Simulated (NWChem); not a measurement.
Molecule: 1,1-difluoroethane (C₂H₄F₂); SMILES FC(F)C

```xyz
8

C     -0.1131     1.3665     0.0000
C      0.3508    -0.0603     0.0000
F     -0.1228    -0.7055    -1.0922
F     -0.1228    -0.7055     1.0922
H     -1.2122     1.3880     0.0000
H      0.2563     1.8863    -0.8945
H      0.2563     1.8863     0.8945
H      1.4515    -0.1625     0.0000
```
Atoms are numbered in this order, from 1.

Results from NWChem. Geometry optimised at PBE0/def2-SVP; all other runs use it. 

```
quantity                                                 level       value
-----------------------------------------  -------------------  ----------
dipole in solution (D) in water             PBE0/def2-SVP, SMD  (withheld)
anisotropy (bohr³), static                      PBE0/def2-SVPD         2.0
−ε(HOMO) (eV)                                     PBE/def2-SVP  (withheld)
vertical, lowest excitation, singlet (eV)  PBE0/def2-SVPD, TDA  (withheld)
dipole (D)                                       PBE0/def2-SVP        2.07
highest harmonic frequency (cm⁻¹)                PBE0/def2-SVP        3192
```

Problem. Fill in the missing entries.

Solution. 
- dipole in solution (D) in water, value: 2.50
- −ε(HOMO) (eV), value: 7.54
- vertical, lowest excitation, singlet (eV), value: 9.25
